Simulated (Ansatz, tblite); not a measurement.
Removing an electron: Ga₅As₄H₁₆⁻, a cluster cut from zinc blende GaAs (hydrogen-capped). The state is a singlet with charge -1. Geometry: PBE-D4/def2-SVP. Ansatz, gas phase; energy differences of separate SCF runs; the oxidised species was run as a doublet alone.

```xyz
25

Ga    2.492    1.531   -0.988
Ga    2.028   -1.683    1.607
Ga   -0.497    1.708    2.025
Ga   -1.941    1.390   -1.957
Ga   -2.407   -1.823    0.639
As    1.676    0.746    1.222
As    0.493    0.841   -2.379
As    0.002   -2.546    0.360
As   -2.075    0.627    0.402
H     3.734    0.683   -1.506
H     2.504    3.118   -1.069
H     3.311   -2.232    0.845
H     1.758   -2.072    3.124
H    -0.486    3.275    1.755
H    -0.796    1.138    3.479
H    -2.015    2.975   -2.057
H    -2.800    0.475   -2.934
H    -2.770   -2.216    2.136
H    -3.222   -2.439   -0.580
H     2.713    1.361    2.169
H     0.801    1.199   -3.836
H     0.586   -0.672   -2.582
H     0.034   -4.076    0.435
H     0.325   -2.471   -1.132
H    -3.447    1.165    0.823
```

The xTB rows come from tblite. Single mean-field runs in def2-TZVP are fitted with def2-universal-jkfit. HOMO above LUMO, or a gap near zero within one spin, warns that the state may not be the lowest or that an electron is smeared out.

```csv
level,−HOMO (eV),vertical IE (eV),−LUMO (eV),HOMO–LUMO gap (eV),remarks
GFN1-xTB,7.71,9.37,3.11,4.60,–
PBE-D4/def2-TZVP,3.01,4.87,-1.21,4.22,gap within one spin near zero (doublet)
PBE0-D4/def2-TZVP,4.03,5.33,-1.93,5.96,–
```

Problem. Estimate the rows for GFN2-xTB, B97M-V/def2-TZVP.

Solution. 
```
           level  −HOMO (eV)  vertical IE (eV)  −LUMO (eV)  HOMO–LUMO gap (eV)                                  remarks
        GFN2-xTB        7.62              9.31        3.57                4.04                                        –
B97M-V/def2-TZVP        3.41              5.18       -1.12                4.52  gap within one spin near zero (doublet)
```

  Raw xTB energy differences between charge states are shifted by several eV; the methods need an empirical correction for them.
